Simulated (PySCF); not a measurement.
## Radial density of Ca (calcium, neutral)

UHF, [Ar] 4s2, closed-shell 1S. All numbers are calculated (PySCF 2.14, the spin-free X2C one-electron Hamiltonian (Gaussian nucleus), in an uncontracted even-tempered set (24 s from 0.0056 bohr⁻², ratio 2.5; 16 p from 0.0073 bohr⁻², ratio 2.5; 6 d from 0.11 bohr⁻², ratio 2.7; 6 f from 0.16 bohr⁻², ratio 2.7)).

```
r (bohr)  4πr²ρ (e/bohr)
 0.00129          0.1329
 0.00216          0.3468
 0.00364          0.8867
 0.00612           2.186
  0.0103           5.062
  0.0173           10.53
  0.0291           18.25
  0.0490           23.50
  0.0823           20.21
   0.139           17.41
   0.233           24.37
   0.392           16.37
   0.659           5.912
    1.11           7.559
    1.86           2.306
    3.14          0.6386
    5.28          0.3089
    8.87         0.02105
    14.9       6.741e-05
```

Densities and radii are taken from the X2C orbitals without a picture-change correction, which distorts them close to the nucleus.
